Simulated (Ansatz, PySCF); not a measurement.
Mg(Me) (CH3Mg), SMILES [CH3][Mg+], charge +1. Atoms are numbered in the order given.

```xyz
5

Mg     0.0000     0.0000    -0.9285
C      0.0000     0.0000     1.1353
H      0.9019     0.5207     1.4556
H      0.0000    -1.0415     1.4556
H     -0.9019     0.5207     1.4556
```
Charge +1, spin multiplicity 1.

Geometry optimised at PBE0-D3(BJ)/def2-TZVP. The spin state was assumed, not searched. The isomer is the one that the SMILES or the coordinates give; other isomers of the formula were not compared.

Two levels are set side by side: PBE-D3(BJ)/def2-TZVP (Ansatz, a first-principles code) and PBE0-D3(BJ)/def2-TZVP (Ansatz). Each level has its own optimised geometry; the coordinates shown are those of the second. Frequencies come from the Hessian of PySCF at each geometry. Differences are taken from unrounded values.

```tsv
quantity	PBE0-D3(BJ)	PBE-D3(BJ)	PBE-D3(BJ) minus PBE0-D3(BJ)
mean bond length (Å)	1.333	1.343	0.010
bond Mg1–C2 (Å)	2.064	2.083	0.020
bond C2–H3 (Å)	1.090	1.096	0.007
bond C2–H4 (Å)	1.090	1.096	0.007
bond C2–H5 (Å)	1.090	1.096	0.007
highest harmonic wavenumber (cm⁻¹)	3191	3117	-74
mean harmonic wavenumber (cm⁻¹)	1692	1646	-46
zero-point energy (kcal/mol)	21.77	21.18	-0.59
```

Exact exchange shortens and stiffens bonds; PBE has none. Differences between two approximate levels are no errors against the true value.
